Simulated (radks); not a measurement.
Results of a calculation; reference values are marked as such.
Task: Ionisation of Er2+, [Xe] 4f12, to Er3+, [Xe] 4f11, under several functionals. Dirac Kohn-Sham, spin-unpolarised, spherical densities, point nucleus; open shells fill j = l - 1/2 first; a radial shooting solver on a logarithmic mesh with Libxc functionals. The NIST Atomic Spectra Database gives 22.70 eV (semi-empirical). Rank these functionals by the error of their Delta-SCF ionisation energy: LDA (Slater exchange, Perdew-Wang correlation); RPBE; AM05; Wu-Cohen GGA; exchange-only PBE; HCTH/407; LDA (Slater exchange, VWN5 correlation).

Result: From best to worst: exchange-only PBE 24.265 eV (+1.565); RPBE 25.500 eV (+2.800); Wu-Cohen GGA 25.611 eV (+2.911); AM05 25.640 eV (+2.940); LDA (Slater exchange, Perdew-Wang correlation) 25.904 eV (+3.204); LDA (Slater exchange, VWN5 correlation) 25.911 eV (+3.211); HCTH/407 26.488 eV (+3.788). Spin polarisation and multiplet splitting are left out, so open shells lie too high by an amount that depends on their filling.

Beside tabulated values, note that spin-unpolarised runs miss the spin-polarisation part of the exchange energy of open shells.
